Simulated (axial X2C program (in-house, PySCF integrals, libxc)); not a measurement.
**Outer orbitals of LiI at 2.396 Å, PBE0**

All values were computed with an axial X2C code built on PySCF integrals. Spin-free means the one-electron spin-free X2C Hamiltonian; two-component (2c) means X2C with spin–orbit coupling and atomic mean-field two-electron Coulomb and Gaunt terms, so the difference of the two also holds small scalar two-electron terms. Basis: I dyall-cv3z [11s12p8d4f1g], Li dyall-cv3z [7s8p2d] (cores contracted in-house); Gaussian nuclei, density fitting, unrestricted open shells. Masses: I 126.904 u, Li 7.016 u.

The distance is close to the 2c PBE0 minimum; the highest filled and lowest empty levels are listed.

Spin-free orbitals, state M_S = 0, Λ = 0 (closed shell) (Löwdin shares):

```csv
symmetry,occupied,ε (eV),atomic character
σα,yes,-17.26,"80% I s, 10% Li p, 5% Li d"
σα,yes,-7.08,"83% I p, 8% Li s, 8% Li p"
π+α,yes,-6.35,"89% I p, 6% Li p, 4% Li d"
π-α,yes,-6.35,"89% I p, 6% Li p, 4% Li d"
σα,no,-1.52,"71% Li s, 26% Li p"
π+α,no,-0.05,"92% Li p, 4% I p"
π-α,no,-0.05,"92% Li p, 4% I p"
σα,no,0.43,"90% Li p, 5% Li s, 3% I s"
```

One partner of each degenerate Kramers or spin pair is listed.

Spinors with spin–orbit coupling (state Ω = 0):

```
  ω  occupied  ε (eV)            atomic character     λ mixture
1/2       yes  -17.27  80% I s, 10% Li p, 5% Li d        100% σ
1/2       yes   -7.37   86% I p, 7% Li p, 5% Li s  72% σ, 28% π
1/2       yes   -6.42   87% I p, 7% Li p, 3% Li d  72% π, 28% σ
3/2       yes   -6.06   88% I p, 7% Li p, 5% Li d        100% π
1/2        no   -1.52          71% Li s, 26% Li p        100% σ
1/2        no   -0.07            92% Li p, 4% I p        100% π
3/2        no   -0.03            91% Li p, 5% I p        100% π
1/2        no    0.43   90% Li p, 5% Li s, 3% I s        100% σ
```

One partner of each degenerate Kramers or spin pair is listed.

Task: How does the gap between the highest filled and lowest empty level change from the spin-free to the 2c table?

Result: From 4.83 to 4.54 eV at PBE0, a change of -0.29 eV.

Mulliken charges and populations of the two-component result (they depend on the basis, above all on diffuse functions):

I -0.55 e (s 9.98 p 23.56 d 20.01), Li 0.55 e (s 2.14 p 0.26 d 0.05).

The state is a single determinant with fixed occupations, the lowest that a limited PBE0 search found.
